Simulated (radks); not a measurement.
Question: In II, 48 electrons, occupied as [Kr] 4d10 5s2 (the NIST ground configuration). All-electron calculation, Dirac Kohn-Sham, PBEsol, spin-unpolarised, spherical densities, point nucleus. Program: a radial shooting solver on a logarithmic mesh with Libxc functionals. Some entries of the table are withheld. Estimate them.

orbital  occ.  eigenvalue (hartree)  <r^2> (bohr^2)
1s1/2       2             -1019.038        0.001195
2s1/2       2             -152.7797         0.01943
2p1/2       2                   (1)             (2)
2p3/2       4                   (3)             (4)
3s1/2       2             -29.20660          0.1391
3p1/2       2             -25.06383             (5)
3p3/2       4             -23.66523             (6)
3d3/2       4                   (7)          0.1236
3d5/2       6                   (8)          0.1262
4s1/2       2              -4.66424          0.8148
4p1/2       2              -3.31067             (9)
4p3/2       4              -3.06541            (10)
4d3/2       4              -0.97704           1.640
4d5/2       6              -0.94529           1.689
5s1/2       2              -0.55060            (11)

Answer: 
(1) 2p1/2 eigenvalue (hartree): -142.5138
(2) 2p1/2 <r^2> (bohr^2): 0.01446
(3) 2p3/2 eigenvalue (hartree): -134.7706
(4) 2p3/2 <r^2> (bohr^2): 0.01577
(5) 3p1/2 <r^2> (bohr^2): 0.1341
(6) 3p3/2 <r^2> (bohr^2): 0.1428
(7) 3d3/2 eigenvalue (hartree): -16.33204
(8) 3d5/2 eigenvalue (hartree): -16.04537
(9) 4p1/2 <r^2> (bohr^2): 0.9299
(10) 4p3/2 <r^2> (bohr^2): 0.9945
(11) 5s1/2 <r^2> (bohr^2): 6.936
